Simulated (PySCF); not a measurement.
# Correlation energy of Zr(25+) (zirconium, charge +25)

[Ne] 3s2 3p3, high-spin 4S determinant. All numbers are calculated (PySCF 2.14, the non-relativistic Hamiltonian (point nucleus), in an even-tempered Gaussian basis (16 s from 3.1 bohr⁻², ratio 2.5; 11 p from 4.1 bohr⁻², ratio 2.5; 5 d from 18 bohr⁻², ratio 2.7; 4 f from 27 bohr⁻², ratio 2.7)). Frozen: 1s2; 13 electrons correlated; the 20 highest virtual orbitals of each spin left out.

| level | correlation energy (mhartree) |
| --- | --- |
| CCSD | -497.88 |
| (T) | -1.47 |
| CCSD(T) | -499.35 |

Diagnostics: T1 = 0.00054, D1 = 0.0017, largest double amplitude 0.030.

A non-relativistic calculation at this Z misses sizeable relativistic shifts. Spin-orbit coupling is strong in this species (close to jj coupling), so the high-spin LS determinant is a model state, not a physical level.

Cost of the coupled-cluster step: roughly 60 core-seconds, for 13 correlated electrons.

Iterations:

```
CC2 = 0
CCSD nocc = (np.int64(8), np.int64(5)), nmo = (81, 81)
frozen orbitals [[0, 82, 83, 84, 85, 86, 87, 88, 89, 90, 91, 92, 93, 94, 95, 96, 97, 98, 99, 100, 101], [0, 82, 83, 84, 85, 86, 87, 88, 89, 90, 91, 92, 93, 94, 95, 96, 97, 98, 99, 100, 101]]
max_cycle = 100
direct = 0
conv_tol = 1e-08
conv_tol_normt = 1e-06
diis_space = 8
diis_start_cycle = 0
Init t2, MP2 energy = -0.48133006778797
Init E_corr(UCCSD) = -0.481330067788068
cycle = 1  E_corr(UCCSD) = -0.494062988175212  dE = -0.0127329204  norm(t1,t2) = 0.0135557
cycle = 2  E_corr(UCCSD) = -0.496986939975334  dE = -0.0029239518  norm(t1,t2) = 0.00339721
cycle = 3  E_corr(UCCSD) = -0.497885930277814  dE = -0.000898990302  norm(t1,t2) = 0.000889601
cycle = 4  E_corr(UCCSD) = -0.497879302670153  dE = 6.62760766e-06  norm(t1,t2) = 3.42983e-05
cycle = 5  E_corr(UCCSD) = -0.497879223152764  dE = 7.95173892e-08  norm(t1,t2) = 4.80818e-07
cycle = 6  E_corr(UCCSD) = -0.49787925230329  dE = -2.91505257e-08  norm(t1,t2) = 2.89213e-08
cycle = 7  E_corr(UCCSD) = -0.497879251952077  dE = 3.5121317e-10  norm(t1,t2) = 2.31754e-09
UCCSD converged
E(UCCSD) = -3122.883291039914  E_corr = -0.4978792519520767
UCCSD(T) correction = -0.00146870093236742
```

At this charge a non-relativistic calculation is a model, useful for the Z dependence of the correlation energy.

Spin-orbit coupling is strong in this species, so the high-spin LS determinant is a model state.
